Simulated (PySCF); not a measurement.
Diatomics of H with the chalcogens

r²SCAN with double-zeta basis sets in PySCF, for the lowest determinant that a PBE0 search found; no spin–orbit coupling. De refers to high-spin ground-configuration atoms. A positive dipole means M(−)H(+).

```csv
M,basis,state (unpaired electrons),Re (Å),ωe (cm⁻¹),De (eV),μ (D)
O,cc-pVDZ,doublet (π ↑),0.981,3664,4.48,1.69
S,aug-cc-pVDZ/aug-cc-pV(D+d)Z,doublet (π ↑),1.354,2687,3.82,0.83
Se,def2-SVPD,doublet (π ↑),1.474,2439,3.44,0.57
Te,aug-cc-pVDZ-PP/aug-cc-pVDZ,doublet (π ↑),1.668,2130,2.93,0.15
```

(1) By what factor does the well depth vary along the series?

The rows differ in basis set, which adds steps of its own.

Down a group the atoms grow and get heavier, so bonds lengthen and wavenumbers fall; this series shows no clear exception.

These are scalar-relativistic numbers at best; spin–orbit coupling would shift them, the dissociation energy most. States were picked by a PBE0 search and need not be the measured ground states.

## Answers

(1) At r²SCAN it runs from 2.93 eV (TeH) to 4.48 eV (OH), a factor of 1.53.
